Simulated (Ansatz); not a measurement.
Ideal-gas functions of BH5OSi2 (`[SiH3][SiH]1BO1`) at 500 K and 1 bar, from an Ansatz frequency run at PBE0-D4/def2-TZVP.

Molar mass 88.02 g/mol, point group C1 (symmetry number 1), electronic degeneracy 1, moments of inertia 41.022, 212.396, 222.26 u Å². Harmonic wavenumbers (cm⁻¹, unscaled): 85, 141, 175, 404, 493, 511, 560, 620, 730, 741, 785, 875, 930, 936, 973, 1342, 2210, 2219, 2226, 2236, 2689.

Use S(trans) = R[1.5 ln M + 2.5 ln T − 1.1517]; rotational temperatures θ = 24.2544 K / I; S(rot) = R[ln(√π/σ · √(T³/θAθBθC)) + 1.5]; for each mode x = 1.438777 ν̃/T, S = R[x/(eˣ − 1) − ln(1 − e⁻ˣ)] and H = RT x/(eˣ − 1); 1 cm⁻¹ = 0.0119627 kJ/mol; R = 8.31446 J/(mol·K).

Q: By hand: the entropy, in J/(mol·K).

A: Translation 175.4. Rotation: θ = 0.5913, 0.1142, 0.1091 K, giving 115.2. Vibration, mode by mode: 20.04, 15.87, 14.11, 7.52, 6.07, 5.82, 5.19, 4.52, 3.52, 3.43, 3.11, 2.54, 2.24, 2.21, 2.03, 0.87, 0.11, 0.10, 0.10, 0.10, 0.03, in all 99.5. Electronic 0.0. Sum 390.1 J/(mol·K).

Q: By hand: H − E and G − E in kJ/mol, counted from the electronic energy.

A: Zero-point energy ½ × 21881 × 0.0119627 = 130.9; thermal vibration 26.7; translation, rotation and pV give 4 RT = 16.6. H − E = 174.2 kJ/mol, and G − E = 174.2 − 500 × 390.1/1000 = -20.8 kJ/mol.

Vibration gives 26 % of the entropy, 35.9 J/(mol·K) of it from the modes under 150 cm⁻¹: soft modes count most, and the harmonic formula is weakest for them. The sum counts one conformer and one mirror image; others add a mixing term.
